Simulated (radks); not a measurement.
Initial-state core-level shifts of the technetium ion Tc+ when its valence configuration changes from [Kr] 4d5 5s1. All-electron calculation, Dirac Kohn-Sham, PBE, spin-unpolarised, spherical densities, finite nucleus; open shells are shared between the two j in proportion to 2j + 1; Fermi nuclear charge, rms radius 4.4112 fm. Program: a radial shooting solver on a logarithmic mesh with Libxc functionals. Shifts are changes of the shell-averaged eigenvalues in eV (positive: less bound); the change of the density at the nucleus, which sets a Mossbauer isomer shift, is in e/bohr^3, on a base of 1.002e+05.

valence,1s,2p,3d,4s,density at nucleus
4d4 5s1 5p1,-5.413,-5.666,-5.605,-5.131,+5.44
4d6,+3.631,+3.859,+3.826,+3.519,-18.54
4d5 5p1,-1.295,-1.259,-1.273,-1.290,-16.40
4d5 5s0.5 5p0.5,-0.654,-0.636,-0.643,-0.652,-8.05
4d4.5 5s1.5,-2.006,-2.140,-2.109,-1.895,+10.94
4d4 5p2,-6.648,-6.873,-6.826,-6.348,-13.27
4d4 5s2,-4.127,-4.408,-4.335,-3.864,+23.06
4d3 5s2 5p1,-9.954,-10.549,-10.366,-9.215,+32.05
4d4.5 5s1 5p0.5,-2.659,-2.777,-2.752,-2.542,+2.59
